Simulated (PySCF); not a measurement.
C₉H₁₂S, SMILES CC(/C=C\c1sccc1)C, GFN2-xTB optimised geometry.

```
22

C     -3.31    -1.23    -1.04
C     -2.12    -0.73    -0.22
C     -2.57    -0.28     1.17
C     -1.10    -1.82    -0.09
C      0.23    -1.69     0.01
C      1.05    -0.51     0.00
C      2.42    -0.51     0.00
C      2.99     0.78     0.00
C      2.05     1.76     0.01
S      0.45     1.13     0.01
H     -3.79    -2.07    -0.54
H     -2.99    -1.55    -2.03
H     -4.05    -0.44    -1.16
H     -1.68     0.12    -0.74
H     -3.01    -1.11     1.71
H     -1.73     0.10     1.74
H     -3.32     0.51     1.08
H     -1.51    -2.82    -0.04
H      0.82    -2.60     0.11
H      3.00    -1.42     0.00
H      4.05     0.96     0.00
H      2.19     2.82     0.01
```

Density from PBE/def2-SVP (PySCF 2.14.0) at that geometry.

Minimum of the electron density along straight lines between bonded atoms, close to the bond critical point (lines longer than 1.1 times the sum of covalent radii, or with two minima, are not listed):

```
bond    length / Å  ρ at the minimum / e bohr⁻³  ∇²ρ there / e bohr⁻⁵  position (fraction from the first atom)
------  ----------  ---------------------------  --------------------  ---------------------------------------
C1–C2        1.528                        0.240                 -0.52                                     0.50
C2–C3        1.533                        0.236                 -0.50                                     0.50
C2–C4        1.497                        0.255                 -0.57                                     0.49
C4–C5        1.336                        0.333                 -0.85                                     0.50
C5–C6        1.438                        0.277                 -0.65                                     0.49
C6–C7        1.373                        0.314                 -0.76                                     0.51
C7–C8        1.407                        0.296                 -0.70                                     0.50
C8–C9        1.358                        0.320                 -0.79                                     0.49
C6–S10       1.741                        0.206                 -0.40                                     0.46
C9–S10       1.717                        0.215                 -0.45                                     0.47
C1–H11       1.088                        0.273                 -0.98                                     0.63
C1–H12       1.088                        0.274                 -0.99                                     0.63
C1–H13       1.088                        0.274                 -0.99                                     0.63
C2–H14       1.095                        0.274                 -0.97                                     0.63
C3–H15       1.088                        0.274                 -0.99                                     0.63
C3–H16       1.087                        0.276                 -1.00                                     0.63
C3–H17       1.087                        0.274                 -0.99                                     0.63
C4–H18       1.082                        0.279                 -1.02                                     0.63
C5–H19       1.084                        0.278                 -1.02                                     0.63
C7–H20       1.076                        0.281                 -1.05                                     0.63
C8–H21       1.076                        0.281                 -1.06                                     0.63
C9–H22       1.072                        0.283                 -1.08                                     0.64
```
